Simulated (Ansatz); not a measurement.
Born–Oppenheimer molecular dynamics of C2H8SSi2 (13 atoms, charge 0, multiplicity 1). It starts from a relaxed structure.

Level of theory: Ansatz 0.2.0, RKS PBE0/STO-3G.

```yaml
ensemble: NVT, Langevin thermostat
time_step: 0.5 fs
steps_asked: 209
set_temperature: 700 K
friction: 0.001 /fs
seed: 19803
```

First frame:

```xyz
13
Properties=species:S:1:pos:R:3
Si -1.123 -1.016 1.400
Si 0.872 -0.461 0.531
C 0.729 0.254 -1.218
C -0.032 1.573 -1.246
S -1.520 1.815 -1.805
H -1.969 0.143 1.549
H -1.810 -1.966 0.559
H -0.956 -1.615 2.703
H 1.736 -1.617 0.456
H 1.536 0.519 1.359
H 0.243 -0.479 -1.876
H 1.750 0.419 -1.593
H 0.566 2.396 -0.804
```

Question: How far do the bonds stretch over the last three quarters of this one trajectory? (Pairs bonded in most of those frames.)

Answer: 
```csv
bond,mean (Å),spread (Å),shortest,longest
Si1–Si2,2.258,0.045,2.19,2.33
Si1–H6,1.447,0.018,1.42,1.48
Si1–H7,1.445,0.010,1.43,1.47
Si1–H8,1.447,0.025,1.40,1.48
Si2–C3,1.900,0.048,1.82,1.98
Si2–H9,1.450,0.013,1.42,1.48
Si2–H10,1.450,0.025,1.41,1.49
C3–C4,1.533,0.039,1.46,1.60
C3–H11,1.101,0.019,1.06,1.14
C3–H12,1.103,0.025,1.06,1.14
C4–S5,1.615,0.023,1.57,1.65
C4–H13,1.116,0.046,1.04,1.18
```

Mean temperature of the second half: 376 K. The mean temperature of the second half is 46 % below the set value. A run of 0.1 ps of so small a system gives no equilibrium averages. Limits of this set-up: minimal basis.

Time of the run: 20 min on 1 CPU thread of a shared host.
